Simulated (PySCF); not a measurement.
CsF, charge -1, doublet, at the geometry of the source list (a state made from the parent by changing its charge; the spin is typed, not shown lowest) (core potentials on Cs) (in this run its highest filled SCF level lies above zero, so its values depend strongly on the basis, on diffuse functions most of all). Base run: B3LYP/def2-TZVP (PySCF).

The PySCF input:
```python
from pyscf import gto, scf, dft, solvent

mol = gto.Mole()
mol.atom = '''
    Cs   -0.598000   -0.529900   -0.836400
    F     0.598000    0.529900    0.836400
'''
mol.basis = 'def2-tzvp'
mol.ecp = {'Cs': 'def2-tzvp'}
mol.charge = -1
mol.spin = 1
mol.verbose = 4
mol.build()

mf = dft.UKS(mol)
mf.xc = 'b3lyp'
mf.kernel()
```

The base run was repeated with changes; each row names its change, and settings that it needs were set with it.

```tsv
change	ΔE vs base (kcal/mol)
base	0.000
model = C-PCM; solvent = toluene	-22.00
model = IEF-PCM; solvent = chloroform	-29.85
model = IEF-PCM; solvent = toluene; lebedev_order = 11	-21.57
model = ddCOSMO; solvent = toluene	-21.18
model = IEF-PCM; solvent = toluene; r_probe = 0.5	-19.54
model = SS(V)PE; solvent = toluene	-21.03
model = IEF-PCM; solvent = toluene	-21.44
model = IEF-PCM; solvent = acetonitrile	-37.64
model = IEF-PCM; solvent = toluene; vdw_scale = 1.1	-22.83
model = IEF-PCM; solvent = toluene; lebedev_order = 41	-21.39
model = IEF-PCM; solvent = toluene; vdw_scale = 1.4	-18.84
```

The base is the gas phase, so ΔE is the electrostatic part of solvation at a fixed geometry, without cavity and dispersion terms.

Open shells are given as the SCF converged; they aren't shown to be the lowest states, and a large step between rows can be another state.

The gas-phase anion may not be bound at this level, which the solvent then changes.
